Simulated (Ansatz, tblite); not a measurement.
Cost and result up the ladder for In(NH2Me)H3 (CH₈InN) (11 atoms). Total charge 0; singlet. Geometry: PBE0-D4/def2-SVP.

```
atom    x (Å)    y (Å)    z (Å)
 In1  -0.3311   1.6095   0.8264
  N2   0.5520  -0.1363  -0.5400
  C3  -0.1168  -1.4225  -0.3630
  H4   1.5473  -0.2110  -0.3301
  H5   0.4894   0.1767  -1.5087
  H6   0.2986  -2.2221  -0.9992
  H7  -0.0359  -1.7307   0.6890
  H8  -1.1858  -1.3091  -0.5917
  H9  -0.0168   0.8270   2.3540
 H10  -1.9503   1.5511   0.1786
 H11   0.7494   2.8675   0.2846
```

Ansatz on 4 threads of Intel Xeon on a shared host; xTB runs through tblite on one thread. Times are rough, summed over both states, and most runs start from the orbitals of an earlier one. PBE0-D4/def2-TZVP serves as the yardstick here, not as an exact answer. The other state is a triplet.

In the def2 sets In takes a core potential; there is no spin–orbit coupling. The xTB rows come from tblite.

Run but left out: PBE-D4/def2-TZVP (triplet: an occupied level 0.13 eV above an empty one).

xTB has no spin-polarisation term.

```
                          level  functions  wall time  vertical triplet (eV)  difference from PBE0-D4/def2-TZVP (eV)
                       GFN2-xTB         25    0.021 s                   6.27                                    0.68
                       GFN1-xTB         33    0.039 s                   7.14                                    1.55
            r2SCAN-D4/def2-TZVP        160       27 s                   5.47                                   -0.12
PBE0-D4/def2-TZVP (with forces)        160       36 s                   5.59                                    0.00
```
